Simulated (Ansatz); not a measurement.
The cluster BeF2⁺: single points at one geometry.

```yaml
crystal:
  periodic: [false, false, false]
  atoms:
    - {symbol: Be, position_ang: [-0.001314, 0.001676, 0.001848]}
    - {symbol: F, position_ang: [1.283209, 0.515296, 0.417543]}
    - {symbol: F, position_ang: [-1.281904, -0.516961, -0.419391]}
basis:
  gaussian: {orbitals: def2-SVP, initial_orbitals: start.molden}
total_charge: 1
magnetization: {spin_polarized: true, initial_magnetization: 1}
hamiltonian: {xc: pbe, dispersion: d4}
scf: {omitted_lower_state_checks: [starts]}
output: {orbitals: {seedname: orbitals}}
```

The file start.molden holds the orbitals of an earlier run on this structure, at another level or in another basis.

```sh
$ ansatz run in.yaml --threads 4 --pin off --events-out ev --progress --plain --max-ram 3916MiB
```

Shortened log:

```
Functional definition: PBE
430 factors; their error is unknown
mean field evaluation 1: about -5814.1019 eV, gradient 8.6e0 eV
mean field evaluation 2: about -5814.3425 eV, gradient 1.6e-1 eV
mean field evaluation 4: about -5814.3157 eV, gradient 3.7e-4 eV
mean field evaluation 8: about -5814.3157 eV, gradient 2.1e-5 eV
mean field -5814.31569452 eV, -213.6721606889 hartree, gradient 5.0e-6 eV, S^2 0.754021; 0 other end points of the search recorded, 0 dependent functions left out
reference -5814.31574146 eV, -213.6721624140 hartree; 11, 10 occupied and 26, 27 virtual orbitals, 430 factors
Total energy: -5814.33199688 eV, -213.6727597895 hartree
Checks for a lower state left out: starts
```

It took 1.1 s on 4 threads of Arm Neoverse N1 on a shared host.

The first input with `gaussian: {orbitals: def2-TZVP, initial_orbitals: start.molden}`, `hamiltonian: {xc: {text: "exchange = 0.85*pbe_x + 0.15*exact_x\ncorrelation = pbe_c"}}` (abridged; 2.8 s):

```
Functional definition: unnamed
mean field -5821.33861266 eV, -213.9302481701 hartree, gradient 7.4e-7 eV, S^2 0.758990
Total energy: -5821.33863679 eV, -213.9302490572 hartree
Checks for a lower state left out: starts
```

First input, but with `gaussian: {orbitals: def2-TZVP, initial_orbitals: start.molden}`, `hamiltonian: {xc: {name: BHLYP}, dispersion: d4}` (abridged; 3.3 s):

```
Functional definition: BHLYP
mean field -5824.70097852 eV, -214.0538128364 hartree, gradient 8.1e-6 eV, S^2 0.781512
Total energy: -5824.71934819 eV, -214.0544879093 hartree
Checks for a lower state left out: starts
```

As the first input, with `gaussian: {orbitals: def2-TZVP, initial_orbitals: start.molden}` (abridged; 2.2 s):

```
Functional definition: PBE
mean field -5821.66261757 eV, -213.9421551312 hartree, gradient 2.8e-6 eV, S^2 0.753847
Total energy: -5821.67890205 eV, -213.9427535745 hartree
Checks for a lower state left out: starts
```

As the first input, with `gaussian: {orbitals: def2-TZVP, initial_orbitals: start.molden}`, `hamiltonian: {xc: pbe}`, `correlation: {method: rpa}` and without the key `output` (abridged; 1.6 s):

```
Functional definition: PBE
mean field -5821.66261921 eV, -213.9421551914 hartree, gradient 2.8e-6 eV, S^2 0.753847
2 core orbitals not correlated: weight in the atoms' cores, before any rotation towards them, 1.000 or more for the frozen orbitals, at most 0.000 for the correlated occupied ones
Total energy: -5825.86932095 eV, -214.0967486290 hartree
Checks for a lower state left out: starts
```

The first input with `gaussian: {orbitals: def2-TZVP, initial_orbitals: start.molden}`, `hamiltonian: {xc: r2scan, dispersion: d4}` (abridged; 3.3 s):

```
Functional definition: r2SCAN
mean field -5824.96438697 eV, -214.0634929186 hartree, gradient 3.8e-6 eV, S^2 0.757795
Total energy: -5824.96820433 eV, -214.0636332037 hartree
Checks for a lower state left out: starts
```

First input, but with `gaussian: {orbitals: def2-TZVP, initial_orbitals: start.molden}`, `hamiltonian: {xc: {name: wB97X-V}}` (abridged; 12 s):

```
Functional definition: wB97X-V
mean field -5824.75504592 eV, -214.0557997768 hartree, gradient 4.0e-6 eV, S^2 0.765304
Total energy: -5824.75504482 eV, -214.0557997365 hartree
Checks for a lower state left out: starts
```

Geometry: r2SCAN-D4/def2-TZVP.

Correlated methods freeze 2 core orbitals. The structure comes from a short search, and lower isomers may exist.
